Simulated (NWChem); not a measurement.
System: CH2NO anion

The following NWChem deck was run.

```
start job
memory heap 200 mb stack 900 mb global 1100 mb
charge -1
geometry units angstroms noautoz
  N      0.133236    -1.202342     0.000000
  C     -0.363875     0.015665     0.000000
  O      0.201039     1.149295     0.000000
  H      1.157155    -1.108337     0.000000
  H     -1.492110     0.015980     0.000000
end
basis spherical
  * library def2-svp
end
dft
  xc m06-l
  iterations 150
  mulliken
end
task dft gradient
```

Excerpt of the output:

```
             Northwest Computational Chemistry Package (NWChem) 7.3.0
             --------------------------------------------------------

 CS  symmetry detected

                             Geometry "geometry" -> ""
                             -------------------------

 Output coordinates in angstroms (scale by  1.889725989 to convert to a.u.)

  No.       Tag          Charge          X              Y              Z
 ---- ---------------- ---------- -------------- -------------- --------------
    1 N                    7.0000     0.13427186    -1.19253304     0.00000000
    2 C                    6.0000    -0.36490687     0.02462799     0.00000000
    3 O                    8.0000     0.19808116     1.15921571     0.00000000
    4 H                    1.0000     1.15802974    -1.09678934     0.00000000
    5 H                    1.0000    -1.49314078     0.02302700     0.00000000

 Effective nuclear repulsion energy (a.u.)      63.4524471743

      Symmetry information
      --------------------

 Group name             Cs
 Group number              2
 Group order               2
 No. of unique centers     5

                                 NWChem DFT Module
                                 -----------------

 Summary of "ao basis" -> "ao basis" (spherical)
 ------------------------------------------------------------------------------
       Tag                 Description            Shells   Functions and Types
 ---------------- ------------------------------  ------  ---------------------
 N                          def2-svp                 6       14   3s2p1d
 C                          def2-svp                 6       14   3s2p1d
 O                          def2-svp                 6       14   3s2p1d
 H                          def2-svp                 3        5   2s1p

      Symmetry analysis of basis
      --------------------------

        a'         38
        a"         14

            General Information
            -------------------
          SCF calculation type: DFT
          Wavefunction type:  closed shell.
          No. of atoms     :     5
          No. of electrons :    24
           Alpha electrons :    12
            Beta electrons :    12
          Charge           :    -1
          Spin multiplicity:     1
          Use of symmetry is: on ; symmetry adaption is: on
          Maximum number of iterations: 150
          AO basis - number of functions:    52
                     number of shells:    24
          Convergence on energy requested:  1.00D-06
          Convergence on density requested:  1.00D-05
          Convergence on gradient requested:  5.00D-04

              XC Information
              --------------
                        M06-L Method XC Functional
                         M06-L Exchange Functional  1.000
                       M06-L Correlation Potential  1.000

             Grid Information
             ----------------
          Grid used for XC integration:  medium
          Radial quadrature: Mura-Knowles
          Angular quadrature: Lebedev.
          Tag              B.-S. Rad. Rad. Pts. Rad. Cut. Ang. Pts.
          ---              ---------- --------- --------- ---------
          N                   0.65       49           7.0       434
          C                   0.70       49           7.0       434
          O                   0.60       49           8.0       434
          H                   0.35       45           9.0       434
          Grid pruning is: on
          Number of quadrature shells:   237
          Spatial weights used:  Erf1

      Superposition of Atomic Density Guess
      -------------------------------------

 Sum of atomic energies:        -167.55870401

 Renormalizing density from      23.00 to     24

      Non-variational initial energy
      ------------------------------

 Total energy =    -173.186918
 1-e energy   =    -369.050996
 2-e energy   =     132.411631
 HOMO         =       0.054574
 LUMO         =       0.409205

      Symmetry analysis of molecular orbitals - initial
      -------------------------------------------------

  Numbering of irreducible representations:

     1 a'          2 a"

  Orbital symmetries:

     1 a'          2 a'          3 a'          4 a'          5 a'
     6 a'          7 a'          8 a'          9 a"         10 a'
    11 a'         12 a"         13 a'         14 a"         15 a'
    16 a'         17 a'         18 a'         19 a"         20 a'
    21 a'         22 a'

     ---------------------------------------------
      Total Density - Mulliken Population Analysis
     ---------------------------------------------

    Atom       Charge   Shell Charges
 -----------   ------   -------------------------------------------------------
    1 N    7     7.73   1.99  0.99  0.61  2.20  1.93  0.01
    2 C    6     5.23   1.99  0.82  0.22  1.38  0.74  0.08
    3 O    8     8.82   1.99  1.03  0.78  2.73  2.28  0.01
    4 H    1     0.97   0.66  0.27  0.04
    5 H    1     1.25   0.75  0.49  0.02

   convergence    iter        energy       DeltaE   RMS-Dens  Diis-err
 ---------------- ----- ----------------- --------- --------- ---------
 d= 0,ls=0.0,diis     1   -169.0053931197 -2.32D+02  2.75D-02  1.02D+00
 d= 0,ls=0.0,diis     2   -168.9283292014  7.71D-02  1.70D-02  1.86D+00
 d= 0,ls=0.0,diis     3   -169.1342315220 -2.06D-01  4.85D-03  8.69D-02
 d= 0,ls=0.0,diis     4   -169.1414135006 -7.18D-03  1.77D-03  1.08D-02
 d= 0,ls=0.0,diis     5   -169.1407015552  7.12D-04  1.30D-03  8.98D-04
  Resetting Diis
 d= 0,ls=0.0,diis     6   -169.1408552667 -1.54D-04  6.81D-04  4.32D-04
 d= 0,ls=0.0,diis     7   -169.1409164872 -6.12D-05  1.08D-03  1.44D-04
 d= 0,ls=0.0,diis     8   -169.1409237301 -7.24D-06  3.65D-04  3.11D-04
 d= 0,ls=0.0,diis     9   -169.1409532827 -2.96D-05  2.27D-04  6.44D-05
 d= 0,ls=0.0,diis    10   -169.1409607666 -7.48D-06  4.04D-05  3.82D-06
 d= 0,ls=0.0,diis    11   -169.1409612539 -4.87D-07  6.76D-06  1.71D-07

         Total DFT energy =     -169.140961253918
      One electron energy =     -362.574405498618
           Coulomb energy =      151.883409260782
    Exchange-Corr. energy =      -21.902412190355
 Nuclear repulsion energy =       63.452447174273

 Numeric. integr. density =       24.000000547491

                  Occupations of the irreducible representations
                  ----------------------------------------------

                     irrep           alpha         beta
                     --------     --------     --------
                     a'               10.0         10.0
                     a"                2.0          2.0

                       DFT Final Molecular Orbital Analysis
                       ------------------------------------

 Vector   10  Occ=2.000000D+00  E= 6.916948D-03  Symmetry=a'
              MO Center= -4.1D-02, -7.1D-01,  1.0D-15, r^2= 2.1D+00
   Bfn.  Coefficient  Atom+Function         Bfn.  Coefficient  Atom+Function
  ----- ------------  ---------------      ----- ------------  ---------------
     3      0.414240  1 N  s                  5      0.285598  1 N  py
     4      0.270792  1 N  px                32     -0.254289  3 O  px
     8     -0.230129  1 N  py                 2      0.228129  1 N  s
    48     -0.226295  5 H  s                 43     -0.224861  4 H  s
    49     -0.211136  5 H  s                 35     -0.197931  3 O  px

 Vector   11  Occ=2.000000D+00  E= 5.057205D-02  Symmetry=a"
              MO Center=  1.5D-01, -1.8D-01, -2.8D-15, r^2= 2.0D+00
   Bfn.  Coefficient  Atom+Function         Bfn.  Coefficient  Atom+Function
  ----- ------------  ---------------      ----- ------------  ---------------
     6      0.438127  1 N  pz                34      0.417332  3 O  pz
     9     -0.394901  1 N  pz                37      0.354324  3 O  pz
    20     -0.076029  2 C  pz                25      0.045666  2 C  d -1
    23     -0.043189  2 C  pz

 Vector   12  Occ=2.000000D+00  E= 5.319025D-02  Symmetry=a'
              MO Center=  2.9D-02,  4.8D-01, -2.8D-15, r^2= 2.0D+00
   Bfn.  Coefficient  Atom+Function         Bfn.  Coefficient  Atom+Function
  ----- ------------  ---------------      ----- ------------  ---------------
    32      0.465301  3 O  px                35      0.354048  3 O  px
     5      0.278463  1 N  py                 8     -0.275356  1 N  py
    33     -0.275173  3 O  py                36     -0.228000  3 O  py
    49      0.199421  5 H  s                 22     -0.172172  2 C  py
    48      0.164128  5 H  s                  3     -0.122783  1 N  s

 Vector   13  Occ=0.000000D+00  E= 2.794009D-01  Symmetry=a"
              MO Center= -1.8D-01, -8.2D-02, -1.4D-15, r^2= 1.8D+00
   Bfn.  Coefficient  Atom+Function         Bfn.  Coefficient  Atom+Function
  ----- ------------  ---------------      ----- ------------  ---------------
    23      0.624066  2 C  pz                20      0.527617  2 C  pz
     9     -0.468950  1 N  pz                37     -0.390389  3 O  pz
     6      0.341943  1 N  pz                34     -0.326816  3 O  pz
    52      0.038573  5 H  pz

 Vector   14  Occ=0.000000D+00  E= 3.054421D-01  Symmetry=a'
              MO Center= -4.3D-01, -4.6D-01, -6.8D-16, r^2= 5.2D+00
   Bfn.  Coefficient  Atom+Function         Bfn.  Coefficient  Atom+Function
  ----- ------------  ---------------      ----- ------------  ---------------
    49      1.659966  5 H  s                 17     -1.176502  2 C  s
    44     -1.104150  4 H  s                  3      0.812480  1 N  s
    21      0.760803  2 C  px                18      0.254078  2 C  px
     7      0.250250  1 N  px                 4     -0.163557  1 N  px
    16     -0.161360  2 C  s                 22      0.131045  2 C  py

 Vector   15  Occ=0.000000D+00  E= 3.407697D-01  Symmetry=a'
              MO Center=  2.8D-02, -5.8D-01, -1.7D-16, r^2= 4.9D+00
   Bfn.  Coefficient  Atom+Function         Bfn.  Coefficient  Atom+Function
  ----- ------------  ---------------      ----- ------------  ---------------
    49      1.434488  5 H  s                 44      1.232699  4 H  s
    17     -1.163518  2 C  s                  3     -0.703559  1 N  s
    21      0.623211  2 C  px                 7     -0.577381  1 N  px
     4      0.259419  1 N  px                18      0.240507  2 C  px
    35     -0.218318  3 O  px                32     -0.156044  3 O  px

     ---------------------------------------------
      Total Density - Mulliken Population Analysis
     ---------------------------------------------

    Atom       Charge   Shell Charges
 -----------   ------   -------------------------------------------------------
    1 N    7     7.45   1.99  1.03  0.55  2.32  1.55  0.02
    2 C    6     5.89   1.99  0.92  0.16  1.96  0.75  0.11
    3 O    8     8.54   1.99  1.10  0.72  2.81  1.91  0.01
    4 H    1     0.98   0.75  0.19  0.04
    5 H    1     1.14   0.79  0.33  0.02

     -------------------------------------------
      Total Density - Lowdin Population Analysis
     -------------------------------------------

    Atom       Charge   Shell Charges
 -----------   ------   -------------------------------------------------------
    1 N    7     7.41   1.97  0.81  0.54  2.19  1.86  0.04
    2 C    6     6.03   1.96  0.60  0.30  1.77  1.13  0.26
    3 O    8     8.46   1.98  0.95  0.68  2.70  2.13  0.02
    4 H    1     1.01   0.62  0.26  0.13
    5 H    1     1.09   0.68  0.35  0.06

     Multipole analysis of the density
     ---------------------------------

     L   x y z        total         alpha         beta         nuclear
     -   - - -        -----         -----         ----         -------
     0   0 0 0     -1.000000    -12.000000    -12.000000     23.000000

     1   1 0 0      0.075672      0.037836      0.037836      0.000000
     1   0 1 0      0.073536      0.036768      0.036768      0.000000
     1   0 0 1     -0.000000     -0.000000     -0.000000      0.000000

     2   2 0 0    -14.387749    -15.781456    -15.781456     17.175163
     2   1 1 0     -1.226034      0.533891      0.533891     -2.293816
     2   1 0 1      0.000000      0.000000      0.000000      0.000000
     2   0 2 0    -22.155042    -50.202656    -50.202656     78.250269
     2   0 1 1     -0.000000     -0.000000     -0.000000      0.000000
     2   0 0 2    -14.488411     -7.244206     -7.244206      0.000000

            General Information
            -------------------
          SCF calculation type: DFT
          Wavefunction type:  closed shell.
          No. of atoms     :     5
          No. of electrons :    24
           Alpha electrons :    12
            Beta electrons :    12
          Charge           :    -1
          Spin multiplicity:     1
          Use of symmetry is: on ; symmetry adaption is: on
          Maximum number of iterations: 150
          AO basis - number of functions:    52
                     number of shells:    24
          Convergence on energy requested:  1.00D-06
          Convergence on density requested:  1.00D-05
          Convergence on gradient requested:  5.00D-04

              XC Information
              --------------
                        M06-L Method XC Functional
                         M06-L Exchange Functional  1.000
                       M06-L Correlation Potential  1.000

             Grid Information
             ----------------
          Grid used for XC integration:  medium
          Radial quadrature: Mura-Knowles
          Angular quadrature: Lebedev.
          Tag              B.-S. Rad. Rad. Pts. Rad. Cut. Ang. Pts.
          ---              ---------- --------- --------- ---------
          N                   0.65       49           7.0       434
          C                   0.70       49           7.0       434
          O                   0.60       49           8.0       434
          H                   0.35       45           9.0       434
          Grid pruning is: on
          Number of quadrature shells:   237
          Spatial weights used:  Erf1

          Convergence Information
          -----------------------
          Convergence aids based upon iterative change in
          total energy or number of iterations.
          Levelshifting, if invoked, occurs when the
          HOMO/LUMO gap drops below (HL_TOL):  1.00D-02
          DIIS, if invoked, will attempt to extrapolate
          using up to (NFOCK): 10 stored Fock matrices.

                    Damping( 0%)  Levelshifting(0.5)       DIIS
                  --------------- ------------------- ---------------
          dE  on:    start            ASAP                start
          dE off:    2 iters        150 iters           150 iters

                            NWChem DFT Gradient Module
                            --------------------------

  charge          =  -1.00
  wavefunction    = closed shell

  Using symmetry

                         DFT ENERGY GRADIENTS

    atom               coordinates                        gradient
                 x          y          z           x          y          z
   1 N       0.253737  -2.253561   0.000000    0.009054   0.009199   0.000000
   2 C      -0.689574   0.046540   0.000000   -0.021873  -0.015291   0.000000
   3 O       0.374319   2.190600   0.000000    0.007472   0.009408   0.000000
   4 H       2.188359  -2.072631   0.000000   -0.001801  -0.005332   0.000000
   5 H      -2.821627   0.043515   0.000000    0.007147   0.002015   0.000000
```

Level: M06-L/def2-SVP. Sets without diffuse functions describe the anion's extra electron poorly. Structure relaxed at the B3LYP/def2-SVPD level. The highest occupied level is positive, so the extra electron may be held by the finite basis.
